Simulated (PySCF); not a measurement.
# LDA on C³⁺ (carbon, charge +3)

Configuration: [He] 2s1, 2S determinant. Calculation: PySCF 2.14, in 6-31G* (3s2p1d, 14 functions); the non-relativistic Hamiltonian (point nucleus).

```
Total energy                                     : -34.3904 hartree
One-electron energy                              : -40.0437 hartree
Hartree (Coulomb) energy                         : 9.2517 hartree
Exchange-correlation energy                      : -3.5984 hartree
Kinetic energy                                   : 34.23584 hartree
⟨S²⟩                                             : 0.7500
⟨L²⟩                                             : 0.000
Sum of ⟨r⟩                                       : 1.843 bohr
Sum of ⟨r²⟩                                      : 2.170 bohr²
Density at the nucleus (Gaussians lack the cusp) : 118 bohr⁻³
Spin density at the nucleus                      : 3.45 bohr⁻³
Langevin diamagnetic susceptibility              : -1.72 ×10⁻⁶ cm³/mol
Time after the integrals                         : 0.02 s of wall time on 1 thread of Neoverse-V1 (shared host)
```

```json
{"shell": "1s α", "electrons": "1", "mean orbital energy (eV)": "-329.61", "rms radius, mean of both spins (bohr)": "0.314"}
{"shell": "1s β", "electrons": "1", "mean orbital energy (eV)": "-328.67", "rms radius, mean of both spins (bohr)": "0.314"}
{"shell": "2s α", "electrons": "1", "mean orbital energy (eV)": "-57.160", "rms radius, mean of both spins (bohr)": "1.40"}
```
